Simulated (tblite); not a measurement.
C₄H₁₁BOSi.
Cartesian coordinates in Å at the GFN2-xTB level; atoms count from 1:
```
atom  x, y, z in Å
C1    -1.2928   -1.8856    1.1466
C2    -0.5384   -0.9307    0.6033
B3     0.8554   -1.2763   -0.0401
O4     1.7340   -0.3465   -0.3627
Si5    2.5103    1.0459   -0.5609
C6    -1.0216    0.4970    0.5965
C7    -1.4922    0.8929   -0.8034
H8    -0.9811   -2.9166    1.1456
H9    -2.2419   -1.6773    1.6191
H10    1.1503   -2.4040   -0.2341
H11    2.3882    1.8551    0.6550
H12    3.9073    0.6936   -0.8173
H13    1.8878    1.7113   -1.7058
H14   -0.2044    1.1578    0.8945
H15   -1.8439    0.6247    1.3051
H16   -1.8150    1.9318   -0.8186
H17   -2.3253    0.2649   -1.1128
H18   -0.6855    0.7683   -1.5216
```

Level: GFN2-xTB in tblite, geometry and Hessian alike; calculated harmonic values, unscaled, isolated species. Errors from tens to a few hundred cm⁻¹ against measured bands are possible. Modes of hydrogen on boron and silicon can be 10 to 20 % off. One conformer, not necessarily the lowest. The optimisation stopped once no atom felt more than 0.01 eV/Å.

Lowest wavenumbers of the output (negative numbers stand for imaginary wavenumbers):
```
mode    cm-1
  1     -38.1
  2      41.5
  3      74.4
  4      89.0
  5     158.8
  6     183.0
  7     213.8
  8     247.3
```

Q: Is this structure a minimum?

A: Not by this Hessian. 1 mode is imaginary beyond 20i (38i cm⁻¹), so at this level the point lies at or near a first-order saddle. The curvature is small, so loose convergence or finite differences may be the whole cause.

Q: Which atoms move in the imaginary mode?

A: 38i: H13 (Si–H hydrogen) 31 %, H11 (Si–H hydrogen) 27 %, H12 (Si–H hydrogen) 24 %. These are shares of the mass-weighted motion.

Q: What is the remedy?

A: Step along that mode in both directions, optimise again with tighter thresholds and repeat the frequencies. The zero-point energy of this point (86.6 kcal/mol) counts the 47 real modes alone, and thermal corrections from it aren't those of a minimum.
